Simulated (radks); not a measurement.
Fractional charge and spin in the 3s shell of phosphorus: the spin-up occupation runs from 0 to 1 and the spin-down occupation from 0 to 1; the fullest corner is P3+, [Ne] 3s(up 1, down 1). Method: scalar-relativistic Kohn-Sham, PBEsol, spin-polarised, spherical densities, point nucleus; computed with a radial shooting solver on a logarithmic mesh with Libxc functionals. Energy (eV) minus the two flat planes that join the four corners (they meet along the diagonal where the two added fractions sum to one electron); zero is where a piecewise linear energy would lie.

| down \ up | 0 | 0.25 | 0.5 | 0.75 | 1 |
|---|---|---|---|---|---|
| 0 | 0.000 | -1.070 | -1.438 | -1.090 | 0.000 |
| 0.25 | -1.070 | -1.226 | -0.700 | 0.534 | -1.034 |
| 0.5 | -1.438 | -0.700 | 0.717 | -0.701 | -1.388 |
| 0.75 | -1.090 | 0.534 | -0.701 | -1.237 | -1.050 |
| 1 | 0.000 | -1.034 | -1.388 | -1.050 | 0.000 |

Corners above the fullest one (they belong to P4+ and the next ion): (up 1, down 0) 51.197 eV, (up 0, down 1) 51.197 eV, (up 0, down 0) 116.55 eV. With half an added electron in each spin the energy lies 0.717 eV from the planes (fractional-spin error, the static-correlation error of a stretched bond), and with half an added electron in spin up alone -1.438 eV (fractional-charge error). For a frontier s shell over closed shells the exact functional lies on the planes.
